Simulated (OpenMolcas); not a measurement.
# neutral ruthenium: CASPT2 settings compared

```yaml
Program: OpenMolcas 26.06
Basis: ANO-R2 [7s5p4d2f1g]
Scalar_Hamiltonian: X2C, finite nucleus
Active_space: 8 electrons in 6 orbitals (4d 5s)
State_averaging: 2S+1 = 5 even, 15 roots; 2S+1 = 3 even, 38 roots kept (CI in the orbitals of an earlier block); 2S+1 = 1 even, 9 roots kept (CI in the orbitals of an earlier block)
Spin-orbit_coupling: state interaction with AMFI integrals over the reference wave functions, term energies averaged over their components
```

Methods on the same reference wave functions:
A. CASSCF
B. SS-CASPT2, IPEA 0.2 Eh, sigma2 regulariser 0.3 Eh (closed shells correlated: none)
C. SS-CASPT2, IPEA 0.3 Eh, imaginary shift 0.2 Eh (closed shells correlated: 4s 4p)
D. SS-CASPT2, IPEA 0 Eh, real shift 0.1 Eh (closed shells correlated: 4s 4p)
E. MS-CASPT2, IPEA 0 Eh, real shift 0.1 Eh (closed shells correlated: 4s 4p)
F. MS-CASPT2, IPEA 0.2 Eh, sigma2 regulariser 0.3 Eh (closed shells correlated: none)

Energies in cm⁻¹ above 4d⁷ 5s ⁵F₅, the measured ground level; measured values from NIST Handbook of Basic Atomic Spectroscopic Data.

```
             Level      A      B      C      D      E      F  Measured
        4d⁷ 5s ⁵F₅    0.0    0.0    0.0    0.0    0.0    0.0       0.0
        4d⁷ 5s ⁵F₄   1232   1217   1224   1227   1227   1217      1191
        4d⁷ 5s ⁵F₃   2175   2160   2170   2180   2180   2160      2092
        4d⁷ 5s ⁵F₂   2839   2820   2820   2820   2820   2820      2713
        4d⁷ 5s ⁵F₁   3260   3220   3230   3220   3220   3220      3105
 4d⁷ 5s ³F₄ [69 %]   9328   5950   6660   6030   6030   5950      6545
4d⁶ 5s² ⁵D₄ [71 %]  10348   6600   4910   5190   5190   6600      7483
 4d⁷ 5s ³F₃ [68 %]  10909   7810   8230   7560   7560   7810      8084
4d⁶ 5s² ⁵D₃ [70 %]  11322   7270   5890   6230   6230   7270      8575
       4d⁶ 5s² ⁵D₂  11772   7930   6530   6690   6670   7930      9058
       4d⁶ 5s² ⁵D₁  12232   8380   6970   7190   7180   8380      9073
        4d⁷ 5s ³F₂  12279   8940   9420   8750   8750   8940          
       4d⁶ 5s² ⁵D₀  12459   8610   7190   7430   7420   8610      9492
        4d⁷ 5s ⁵P₃  12957   9570   9680   9170   9170   9570      8771
 4d⁷ 5s ⁵P₁ [54 %]  13853  10370  10460   9360   9480  10370          
        4d⁷ 5s ³G₅  15402  13570  13340  11650  11650  13570          
        4d⁷ 5s ³G₄  16022  14060  13850  12160  12160  14060          
        4d⁷ 5s ³G₃  16838  14970  14780  13080  13080  14970
```

Deviations, from unrounded energies. A percentage is the sum of absolute deviations over the sum of measured energies, with the sign that they share, or ± where signs differ.

```tsv
Against measurement	Levels	A	B	C	D	E	F
mean absolute deviation (cm-1)	12	2100	570	1100	1100	1100	570
fine structure of the ground term (%)	4	+4.5	+3.5	+3.8	+3.9	+3.9	+3.5
other terms of the ground configuration (%)	3	+41.9	±7.1	+5.0	±6.2	±6.2	±7.1
other configurations (%)	5	+33.1	-11.2	-27.9	-25.1	-25.2	-11.2
```

B, F lie about equally close to measurement and A furthest from it. The largest miss of B in the table is 4d⁶ 5s² ⁵D₃ [70 %], by -1300 cm-1. The ranking rests on the paired levels alone, and a cruder setting can come out closer through cancelling errors.

Among B to F the level of the table that moves most is 4d⁷ 5s ³G₅, by 1900 cm-1 (lowest in D, highest in F). Moves below CASPT2's spread within the term are not significant.

The mean deviations of B to F differ by less than CASPT2's widest spread within a term (1100 cm-1), so their order carries little weight.

From A to B the spin-free energies of the other terms of 4d⁷ 5s shown, above ⁵F, scale by factors of 0.64 to 0.87.

The lowest spin-free term lies below A's lowest term by 0.204 hartree in B, 0.517 hartree in C, 0.538 hartree in D, 0.538 hartree in E, 0.204 hartree in F.

CASPT2 breaks the degeneracy within a term, and the mean is taken; among the terms shown or strongly mixed into the levels shown the widest spread is 1100 cm-1 (4d⁷ 5s ⁵F, E). Terms from blocks run as CI alone lack orbitals of their own. A single d shell beside an s shell can misplace configurations of different d count against each other. Without dynamic correlation excited terms often stand tens of per cent too high (terms of higher spin than the ground term too low), and those without a measured partner can miss by more than the paired ones (holds for A). Some levels mix across a computed gap that differs much from the measured one, so their mixing is not that of the real levels (holds for B; C; D; E; F). The CASPT2 spread within a term exceeds the gap to the next term for 4d⁶ 5s² ⁵D and 4d⁷ 5s ³F, so the order of their levels is uncertain, and so are names and mixing where such terms share a J (holds for B; E; F). Computed and measured levels are paired by configuration, term and J; levels that our copy of the source lacks, or whose pairing is in doubt (as where it misses far off the trend of its configuration), stay unpaired and out of the deviations. Levels of configurations outside the active space are missing. Levels that lie high or do not pair safely by name in every column are left out.

A share in square brackets marks a mixed level and gives the weight of the term that names it, the lowest over the columns.
